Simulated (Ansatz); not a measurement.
Geometry optimisation of (H2Al-mu-PSiH3)2 (Al₂Si₄P₂H₁₆).

```yaml
crystal:
  periodic: [false, false, false]
  atoms:
    - {symbol: Al, position_ang: [1.359250, 0.068550, -0.895960]}
    - {symbol: H, position_ang: [1.252060, 0.654400, -2.336220]}
    - {symbol: H, position_ang: [2.663800, -0.468170, -0.233100]}
    - {symbol: P, position_ang: [-0.366040, -1.639480, -0.677180]}
    - {symbol: Si, position_ang: [-1.570450, -1.796060, -2.562600]}
    - {symbol: Si, position_ang: [0.244990, -3.618690, 0.181910]}
    - {symbol: Al, position_ang: [-1.381870, -0.049070, 0.866800]}
    - {symbol: H, position_ang: [-2.686550, 0.482140, 0.201000]}
    - {symbol: H, position_ang: [-1.276140, -0.636910, 2.307000]}
    - {symbol: P, position_ang: [0.347270, 1.657600, 0.650700]}
    - {symbol: Si, position_ang: [-0.215110, 3.677250, -0.142750]}
    - {symbol: Si, position_ang: [1.552740, 1.727420, 2.542330]}
    - {symbol: H, position_ang: [-1.717560, -3.231520, -2.823950]}
    - {symbol: H, position_ang: [-0.828310, -1.133770, -3.638810]}
    - {symbol: H, position_ang: [-2.870470, -1.159730, -2.333650]}
    - {symbol: H, position_ang: [1.708490, -3.675150, 0.204970]}
    - {symbol: H, position_ang: [-0.313750, -4.637170, -0.711600]}
    - {symbol: H, position_ang: [-0.316670, -3.724290, 1.530450]}
    - {symbol: H, position_ang: [0.101300, 3.700560, -1.572000]}
    - {symbol: H, position_ang: [-1.645700, 3.883770, 0.093880]}
    - {symbol: H, position_ang: [0.588310, 4.648020, 0.604710]}
    - {symbol: H, position_ang: [1.770630, 3.149840, 2.824520]}
    - {symbol: H, position_ang: [0.778670, 1.089370, 3.610860]}
    - {symbol: H, position_ang: [2.821110, 1.031100, 2.308700]}
basis:
  gaussian: {orbitals: def2-SVP}
hamiltonian: {xc: pbe0, dispersion: d4}
scf: {lower_state_search: "off"}
output: {orbitals: {seedname: orbitals}}
relax: {f_tol: 0.03, max_steps: 70}
```

```sh
$ ansatz run in.yaml --threads 4 --pin off --events-out ev --progress --plain --max-ram 6963MiB
```

Shortened log:

```
Functional definition: PBE0
mean field -63497.74086005 eV, -2333.4989362924 hartree, gradient 4.5e-6 eV, S^2 0.000000; 0 other end points of the search recorded, 0 dependent functions left out
relax step   1: F+E_penalty+E_count = -63498.59895718 eV  Δ(F+E_penalty+E_count) = +0.000e0 eV  max|allowed force component| = 5.809e-1 eV/Å  Δτ_max = 0.0000 Å  (14 SCF iters, accepted)
mean field -63497.94484647 eV, -2333.5064326549 hartree, gradient 9.4e-7 eV, S^2 0.000000; 0 other end points of the search recorded, 0 dependent functions left out
relax step   2: F+E_penalty+E_count = -63498.80741387 eV  Δ(F+E_penalty+E_count) = -2.085e-1 eV  max|allowed force component| = 2.095e-1 eV/Å  Δτ_max = 0.1733 Å  (17 SCF iters, accepted)
mean field -63497.97641154 eV, -2333.5075926500 hartree, gradient 1.5e-6 eV, S^2 0.000000; 0 other end points of the search recorded, 0 dependent functions left out
relax step   3: F+E_penalty+E_count = -63498.83312730 eV  Δ(F+E_penalty+E_count) = -2.571e-2 eV  max|allowed force component| = 7.006e-2 eV/Å  Δτ_max = 0.0598 Å  (17 SCF iters, accepted)
mean field -63497.99046019 eV, -2333.5081089281 hartree, gradient 8.3e-7 eV, S^2 0.000000; 0 other end points of the search recorded, 0 dependent functions left out
relax step   4: F+E_penalty+E_count = -63498.84776443 eV  Δ(F+E_penalty+E_count) = -1.464e-2 eV  max|allowed force component| = 9.807e-2 eV/Å  Δτ_max = 0.2000 Å  (17 SCF iters, accepted)
mean field -63497.99441571 eV, -2333.5082542907 hartree, gradient 2.6e-6 eV, S^2 0.000000; 0 other end points of the search recorded, 0 dependent functions left out
relax step   5: F+E_penalty+E_count = -63498.85222799 eV  Δ(F+E_penalty+E_count) = -4.464e-3 eV  max|allowed force component| = 2.799e-1 eV/Å  Δτ_max = 0.1953 Å  (16 SCF iters, accepted)
mean field -63498.00229738 eV, -2333.5085439370 hartree, gradient 7.2e-7 eV, S^2 0.000000; 0 other end points of the search recorded, 0 dependent functions left out
relax step   6: F+E_penalty+E_count = -63498.85977186 eV  Δ(F+E_penalty+E_count) = -7.544e-3 eV  max|allowed force component| = 1.678e-1 eV/Å  Δτ_max = 0.0590 Å  (18 SCF iters, accepted)
mean field -63498.02223478 eV, -2333.5092766229 hartree, gradient 2.2e-6 eV, S^2 0.000000; 0 other end points of the search recorded, 0 dependent functions left out
relax step   7: F+E_penalty+E_count = -63498.88001234 eV  Δ(F+E_penalty+E_count) = -2.024e-2 eV  max|allowed force component| = 1.864e-2 eV/Å  Δτ_max = 0.1892 Å  (16 SCF iters, accepted)
mean field -63498.02912555 eV, -2333.5095298538 hartree, gradient 1.1e-6 eV, S^2 0.000000; 0 other end points of the search recorded, 0 dependent functions left out
relax step   8: F+E_penalty+E_count = -63498.88698542 eV  Δ(F+E_penalty+E_count) = -6.973e-3 eV  max|allowed force component| = 1.741e-1 eV/Å  Δτ_max = 0.1383 Å  (17 SCF iters, accepted)
mean field -63498.03503563 eV, -2333.5097470453 hartree, gradient 2.2e-6 eV, S^2 0.000000; 0 other end points of the search recorded, 0 dependent functions left out
relax step   9: F+E_penalty+E_count = -63498.89314186 eV  Δ(F+E_penalty+E_count) = -6.156e-3 eV  max|allowed force component| = 2.694e-1 eV/Å  Δτ_max = 0.1462 Å  (16 SCF iters, accepted)
mean field -63498.04584115 eV, -2333.5101441411 hartree, gradient 2.8e-6 eV, S^2 0.000000; 0 other end points of the search recorded, 0 dependent functions left out
relax step  10: F+E_penalty+E_count = -63498.90420915 eV  Δ(F+E_penalty+E_count) = -1.107e-2 eV  max|allowed force component| = 2.205e-1 eV/Å  Δτ_max = 0.0859 Å  (16 SCF iters, accepted)
mean field -63498.06488133 eV, -2333.5108438547 hartree, gradient 2.3e-6 eV, S^2 0.000000; 0 other end points of the search recorded, 0 dependent functions left out
relax step  11: F+E_penalty+E_count = -63498.92632817 eV  Δ(F+E_penalty+E_count) = -2.212e-2 eV  max|allowed force component| = 1.240e-1 eV/Å  Δτ_max = 0.2000 Å  (16 SCF iters, accepted)
mean field -63498.08267803 eV, -2333.5114978714 hartree, gradient 1.6e-6 eV, S^2 0.000000; 0 other end points of the search recorded, 0 dependent functions left out
relax step  12: F+E_penalty+E_count = -63498.94118648 eV  Δ(F+E_penalty+E_count) = -1.486e-2 eV  max|allowed force component| = 2.521e-1 eV/Å  Δτ_max = 0.1950 Å  (16 SCF iters, accepted)
mean field -63498.09487604 eV, -2333.5119461401 hartree, gradient 2.3e-6 eV, S^2 0.000000; 0 other end points of the search recorded, 0 dependent functions left out
relax step  13: F+E_penalty+E_count = -63498.95290599 eV  Δ(F+E_penalty+E_count) = -1.172e-2 eV  max|allowed force component| = 2.074e-1 eV/Å  Δτ_max = 0.0983 Å  (17 SCF iters, accepted)
mean field -63498.13276792 eV, -2333.5133386407 hartree, gradient 9.9e-7 eV, S^2 0.000000; 0 other end points of the search recorded, 0 dependent functions left out
relax step  14: F+E_penalty+E_count = -63498.99264448 eV  Δ(F+E_penalty+E_count) = -3.974e-2 eV  max|allowed force component| = 2.698e-2 eV/Å  Δτ_max = 0.1999 Å  (17 SCF iters, accepted)
mean field -63498.14376049 eV, -2333.5137426102 hartree, gradient 9.5e-7 eV, S^2 0.000000; 0 other end points of the search recorded, 0 dependent functions left out
relax step  15: F+E_penalty+E_count = -63499.00535468 eV  Δ(F+E_penalty+E_count) = -1.271e-2 eV  max|allowed force component| = 2.118e-1 eV/Å  Δτ_max = 0.1951 Å  (17 SCF iters, accepted)
mean field -63498.15330045 eV, -2333.5140931973 hartree, gradient 2.7e-6 eV, S^2 0.000000; 0 other end points of the search recorded, 0 dependent functions left out
relax step  16: F+E_penalty+E_count = -63499.01459413 eV  Δ(F+E_penalty+E_count) = -9.239e-3 eV  max|allowed force component| = 1.856e-1 eV/Å  Δτ_max = 0.0918 Å  (16 SCF iters, accepted)
mean field -63498.16299880 eV, -2333.5144496050 hartree, gradient 1.1e-6 eV, S^2 0.000000; 0 other end points of the search recorded, 0 dependent functions left out
relax step  17: F+E_penalty+E_count = -63499.02503978 eV  Δ(F+E_penalty+E_count) = -1.045e-2 eV  max|allowed force component| = 1.842e-1 eV/Å  Δτ_max = 0.1501 Å  (16 SCF iters, accepted)
mean field -63498.17116240 eV, -2333.5147496119 hartree, gradient 1.4e-6 eV, S^2 0.000000; 0 other end points of the search recorded, 0 dependent functions left out
relax step  18: F+E_penalty+E_count = -63499.03252745 eV  Δ(F+E_penalty+E_count) = -7.488e-3 eV  max|allowed force component| = 1.048e-1 eV/Å  Δτ_max = 0.0872 Å  (16 SCF iters, accepted)
mean field -63498.17433000 eV, -2333.5148660190 hartree, gradient 1.6e-6 eV, S^2 0.000000; 0 other end points of the search recorded, 0 dependent functions left out
relax step  19: F+E_penalty+E_count = -63499.03604207 eV  Δ(F+E_penalty+E_count) = -3.515e-3 eV  max|allowed force component| = 8.137e-2 eV/Å  Δτ_max = 0.1030 Å  (16 SCF iters, accepted)
mean field -63498.17579549 eV, -2333.5149198750 hartree, gradient 1.1e-6 eV, S^2 0.000000; 0 other end points of the search recorded, 0 dependent functions left out
relax step  20: F+E_penalty+E_count = -63499.03834402 eV  Δ(F+E_penalty+E_count) = -2.302e-3 eV  max|allowed force component| = 5.490e-2 eV/Å  Δτ_max = 0.0952 Å  (16 SCF iters, accepted)
mean field -63498.17712926 eV, -2333.5149688898 hartree, gradient 8.3e-7 eV, S^2 0.000000; 0 other end points of the search recorded, 0 dependent functions left out
relax step  21: F+E_penalty+E_count = -63499.03926301 eV  Δ(F+E_penalty+E_count) = -9.190e-4 eV  max|allowed force component| = 2.257e-2 eV/Å  Δτ_max = 0.0155 Å  (13 SCF iters, accepted)
Total energy: -63499.03931367 eV, -2333.5466535827 hartree
Atom 0 at     1.499016     0.194824    -0.898838 Å, force     0.005460     0.001165     0.000311 eV/Å
Atom 1 at     1.430276     0.937525    -2.307817 Å, force     0.000105    -0.001111     0.001095 eV/Å
Atom 2 at     2.835459    -0.382961    -0.249624 Å, force    -0.000691     0.000669    -0.000375 eV/Å
Atom 3 at    -0.282092    -1.472321    -0.754467 Å, force    -0.001514    -0.007202    -0.005880 eV/Å
Atom 4 at    -1.358846    -1.791793    -2.696429 Å, force     0.000366     0.001660    -0.020433 eV/Å
Atom 5 at     0.435466    -3.462655    -0.008676 Å, force     0.022571    -0.017086     0.008918 eV/Å
Atom 6 at    -1.544846    -0.187623     0.898718 Å, force    -0.001377     0.001691    -0.000867 eV/Å
Atom 7 at    -2.867070     0.398557     0.229075 Å, force    -0.000132    -0.001305     0.001446 eV/Å
Atom 8 at    -1.497608    -0.927683     2.309394 Å, force    -0.000208     0.000145    -0.000102 eV/Å
Atom 9 at     0.247303     1.470496     0.768461 Å, force    -0.005528     0.007229    -0.004888 eV/Å
Atom 10 at    -0.419671     3.479087     0.023950 Å, force    -0.006620     0.010670    -0.005375 eV/Å
Atom 11 at     1.369304     1.767588     2.687914 Å, force    -0.007425     0.000110     0.008821 eV/Å
Atom 12 at    -2.513681    -2.715634    -2.490696 Å, force     0.007791     0.007481     0.001059 eV/Å
Atom 13 at    -0.421454    -2.378894    -3.700479 Å, force    -0.015170     0.007388     0.016740 eV/Å
Atom 14 at    -1.836986    -0.455259    -3.152132 Å, force     0.003345    -0.013279     0.001986 eV/Å
Atom 15 at     1.383216    -4.059148    -0.997485 Å, force    -0.017859     0.010080     0.014862 eV/Å
Atom 16 at    -0.724182    -4.382577     0.189373 Å, force     0.007580     0.015358    -0.002936 eV/Å
Atom 17 at     1.128048    -3.213736     1.288266 Å, force    -0.007896    -0.005835    -0.015557 eV/Å
Atom 18 at    -1.150181     3.249044    -1.254617 Å, force     0.002783    -0.001201     0.004819 eV/Å
Atom 19 at    -1.319527     4.121244     1.027422 Å, force     0.005595    -0.007747    -0.001754 eV/Å
Atom 20 at     0.771080     4.349261    -0.207576 Å, force    -0.003338    -0.003709     0.001900 eV/Å
Atom 21 at     2.556200     2.638643     2.442727 Å, force     0.000749     0.000231     0.005279 eV/Å
Atom 22 at     0.480219     2.406025     3.703963 Å, force     0.008816    -0.007414    -0.013497 eV/Å
Atom 23 at     1.800554     0.418000     3.149588 Å, force     0.002596     0.002012     0.004429 eV/Å
Dipole moment:     0.004000    -0.002369     0.004336 e Å
Checks for a lower state left out: stability, starts, cluster_reference, orbital_swaps, neighbouring_geometries, increment
```

Run time 55 s (4 threads of AMD EPYC 9R45 on a shared host), peak host memory 0.88 GiB.
